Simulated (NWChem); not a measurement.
# NbNHF$_{3}$; SMILES [F][Nb]([F])(=[NH])[F]

def2 effective core potentials on Nb; no spin-orbit coupling.

Give the equilibrium geometry at PBE0/def2-SVP with def2 effective core potentials on Nb (NWChem) as a list of bonds and angles, with the point group.

point group C3v; any orientation.
Bonded distances (Å): Nb1–N2 1.728, Nb1–F4 1.866, Nb1–F5 1.866, Nb1–F6 1.866, N2–H3 1.015. Angles (°): N2–Nb1–F4 107.5, N2–Nb1–F5 107.5, N2–Nb1–F6 107.5, F4–Nb1–F5 111.4, F4–Nb1–F6 111.4, F5–Nb1–F6 111.4, Nb1–N2–H3 180.0.
